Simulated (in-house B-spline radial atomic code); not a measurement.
# RPA and G0W0 on r2SCAN: Rb7+

Configuration [Ar] 3d10 4s2, mean-field start r2SCAN. Computed with a B-spline radial code for spherical atoms: all electrons, non-relativistic, point nucleus, each spin shell either full or empty, empty states to l = 9 with an (l + 1/2)⁻⁴ tail; G0W0 by contour deformation at full frequency.

Without relativity these are model numbers: it shifts the levels of so heavy an element strongly and can reorder them.

Command:
```bash
python run_gw.py task.json out
```
Settings (radii: box in bohr, nucleus in fm):
```
Z                        37
electrons                30
configuration            [Ar] 3d10 4s2
hamiltonian              nr
method                   r2scan
lmax                     9
spin_polarised           False
box_radius               8.41
intervals                50
ion_configuration        [Ar] 3d10 4s1
```

Run time, properties included: 5.4 s on 1 thread of Arm Neoverse N1 (shared host).

Energies (hartree):

```tsv
term	value
mean-field total	-2926.39564
Hartree-Fock functional on these orbitals	-2924.87646
direct second order	-2.5635
second-order exchange	0.748
SOSEX correction	0.69015
```

Task: What is the RPA correlation energy, and what remains with SOSEX?

Result: RPA gives -2.267 hartree (-2.06 eV per electron); RPA + SOSEX gives -1.5769, and the second-order doubles -1.8155 hartree (no singles). RPA lacks exchange-type terms and so overcorrelates at short range.

Quasi-particle levels (eV):

```
level  occupied  mean field  Σx - vxc     Σc  QP weight     G0W0
   4s       yes     -123.73     -5.09      ?          ?        ?
   3d       yes     -216.52    -20.66   3.49      0.956  -233.69
   4p        no     -104.64      8.22  -1.89      0.965   -98.31
```

G0W0 = mean field + (Σx - vxc) + Σc, with Σc (partial-wave tail included) taken at the quasi-particle energy. Only the outer levels were computed. Levels of low weight are left out.

Task: Where does G0W0 put 4s?

Result: At -131.46 eV, with Σc = -2.64 eV and a quasi-particle weight of 0.968. The tabulated removal energy is 132.79 ± 0.25 eV (NIST, semi-empirical); the calculation leaves out relativity, Breit and QED terms, and what these don't explain is the method's own error.

Task: What does it cost to remove one electron (to [Ar] 3d10 4s1) by differences of total energies, each species on its own start (correlation terms add to the Hartree-Fock functional)?

Result: r2SCAN 130.50 eV, Hartree-Fock functional 128.49 eV, + RPA 131.31 eV, + RPA + SOSEX 130.65 eV, + second order 131.61 eV. Tabulated: 132.79 ± 0.25 eV (NIST, semi-empirical); the calculation leaves out relativity, Breit and QED terms, and what these don't explain is the method's own error.
